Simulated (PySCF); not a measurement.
SeClBr, SMILES Cl[Se]Br.

Geometry: B3LYP-D3(BJ)/def2-TZVP.

Method: PySCF with TDDFT-M06-2X/def2-SVPD.

Vertical excitations.  State labels are in the subgroup Cs.

```csv
state,symmetry,energy (eV),λ (nm),f,main pairs
S1,A",2.33,533,0.001,HOMO→LUMO 99 %
S2,A",2.68,463,0.000,HOMO→LUMO+1 97 %
S3,A',4.44,279,0.004,HOMO−1→LUMO 91 %
S4,A",4.83,257,0.000,HOMO−2→LUMO 95 %
S5,A',5.12,242,0.013,"HOMO−3→LUMO+1 54 %, HOMO−3→LUMO 33 %"
S6,A',5.54,224,0.004,"HOMO−1→LUMO+1 64 %, HOMO−3→LUMO 31 %"
S7,A",5.55,223,0.001,HOMO−2→LUMO+1 78 %
S8,A',6.37,195,0.205,"HOMO−3→LUMO+1 38 %, HOMO−3→LUMO 30 %, HOMO−1→LUMO+1 18 %, HOMO−6→LUMO 7 %"
S9,A",6.39,194,0.001,"HOMO−4→LUMO 55 %, HOMO−4→LUMO+1 23 %, HOMO−2→LUMO+1 18 %"
S10,A",6.49,191,0.006,HOMO→LUMO+2 78 %
T1,A",1.78,697,0,HOMO→LUMO 97 %
T2,A",2.16,575,0,HOMO→LUMO+1 94 %
T3,A',3.93,315,0,HOMO−1→LUMO 92 %
T4,A",4.40,282,0,HOMO−2→LUMO 90 %
```
Triplets are in the Tamm–Dancoff approximation, which puts them higher than full response would, so one can lie above its singlet here.
